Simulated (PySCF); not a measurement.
BEt2(CCH), C6H11B.
Cartesian coordinates in Å at the PBE0-D3(BJ)/def2-SVP level; atoms count from 1:
```
atom  x, y, z in Å
B1    -0.1603   -0.2269    0.0110
C2     1.4119   -0.2464   -0.0970
C3     1.9915   -0.4948    1.3041
H4     1.7917    0.7137   -0.4850
H5     1.7582   -1.0434   -0.7753
H6     3.0927   -0.5005    1.2889
H7     1.6806    0.2851    2.0181
H8     1.6609   -1.4636    1.7102
C9    -0.9587    1.1271    0.1142
C10   -1.3258    1.5753   -1.3094
H11   -0.3364    1.9048    0.5891
H12   -1.8795    1.0201    0.7094
H13   -1.8686    2.5333   -1.3012
H14   -0.4309    1.7117   -1.9378
H15   -1.9699    0.8359   -1.8110
C16   -0.9223   -1.5547    0.0129
C17   -1.5311   -2.6118    0.0175
H18   -2.0603   -3.5480    0.0190
```

Computed at PBE0/pcSseg-1 (PySCF, non-relativistic), with Q(11B) = 0.04059 b: B1, 11B (I = 3/2): χzz = 5.342 MHz, η = 0.231.

**Question.** Where would the pure quadrupole (NQR) lines of 11B at B1 fall for the rigid, isolated species?

**Answer.** From ν = (|χ|/2)√(1 + η²/3): ν = 2.695 MHz (boron bonded to 3 C).

In a crystal, neighbours and librations shift these lines. With a basis this small, the couplings can be 20 % off.

One conformer stands for the species.
